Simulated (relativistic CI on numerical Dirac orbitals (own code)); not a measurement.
## What each ingredient does to the levels of Pm22+

Base calculation: Dirac-Coulomb-Breit CI, separate exchange-only KLI orbitals for each configuration, model QED, unscaled Slater integrals.

Configuration list (outside the closed core [Ar] 3d10): 4s2 4p6 4d3, 4s2 4p5 4d4, 4s2 4p6 4d2 4f, 4s 4p6 4d4, 4s2 4p5 4d3 4f, 4s 4p6 4d3 4f, 4s2 4p6 4d2 5s, 4s2 4p6 4d2 5p, 4s2 4p6 4d 4f 5s, 4s2 4p6 4d2 5d, 4s2 4p5 4d3 5s, 4s2 4p6 4d 5s 5p, 4s2 4p6 4d2 5f, 4s2 4p5 4d3 5p, 4s2 4p6 4d2 5g, 4s2 4p6 4d2 6s, 4s2 4p6 4d2 6p, 4s 4p6 4d3 5s, 4s2 4p6 4d2 6f, 4s2 4p6 4d2 7s, 4s2 4p6 4d 4f2, 4s2 4p6 4f3, 4s2 4p5 4d 4f3, 4s 4p6 4d 4f3, 4s2 4p6 4f2 5s, 4s2 4p6 4d 5s2, 4s2 4p6 4f 5s2, 4s2 4p5 4d 4f 5s2, 4s 4p6 4d 4f 5s2, 4s2 4p6 4d 5p2, 4s2 4p6 4f 5p2, 4s2 4p5 4d 4f 5p2, 4s 4p6 4d 4f 5p2, 4s2 4p6 5s 5p2. Double excitations out of closed p, d and f shells are left out; levels of such configurations are missing from the list, as are those of other unlisted configurations, and high levels can miss mixing partners. These lack a partner that the ground configuration has and come out too high: 4s2 4p6 4d2 5p, 4s2 4p6 4d2 5d, 4s2 4p5 4d3 5s, 4s2 4p6 4d2 5f, 4s2 4p5 4d3 5p.

Variants: (1) P86 correlation estimate; (2) configuration mixing switched off; (3) non-relativistic limit. Shifts of the energy above 4s2 4p6 4d3 4F_3/2, in cm⁻¹, for the lowest level and the first level of each name with at least 55 % of one term (blank where a level changes its place among those of its configuration and J or its character, or is not in the variant):

```
               Level    Base   Δ(1)    Δ(2)     Δ(3)
  4s2 4p6 4d3 4F_3/2       0      0       0        0
  4s2 4p6 4d3 4F_5/2   30049      0     +55   -30049
  4s2 4p6 4d3 4F_7/2   47912     +1    +543   -47912
  4s2 4p6 4d3 4P_1/2   58762     +3   +2020   -29224
  4s2 4p6 4d3 2G_7/2   86728     +1   +1135   -51818
  4s2 4p6 4d3 4P_5/2   89306     +3   +2314   -59769
  4s2 4p6 4d3 2P_1/2  110411     +2   +1067   -63290
 4s2 4p6 4d3 2H_11/2  114924     +2   +1860   -69286
  4s2 4p6 4d3 2D_5/2  123448     +5   +3821   -73140
  4s2 4p6 4d3 2F_5/2  132064     +4   +3472   -56558
  4s2 4p6 4d3 2F_7/2  137741     +5   +4027   -62235
  4s2 4p6 4d3 2P_3/2  155769     +1    -291         
 4s2 4p5 4d4 6D°_7/2  895324  +1127  -28045  -103922
 4s2 4p5 4d4 6D°_9/2  903902  +1127  -27692  -112500
 4s2 4p5 4d4 4D°_1/2  959957  +1124  -28791         
4s2 4p5 4d4 4I°_15/2  990945  +1127  -25213  -102143
```

At this charge energies of transitions that change n are usually good to better than 1 %, and those within a shell (Δn = 0) to a few per cent. Terms inside the open d or f shell come out 10 to 20 % too wide with unscaled integrals.

Ionisation energy from the two ground configurations alone: base 689.027 eV; P86 correlation estimate 690.874 eV. The NIST ASD value (theoretical) is 689 eV.

LS names give the leading component of a level, which can be under half, so a name can repeat, a term be missing and a line seem to break the LS rules.
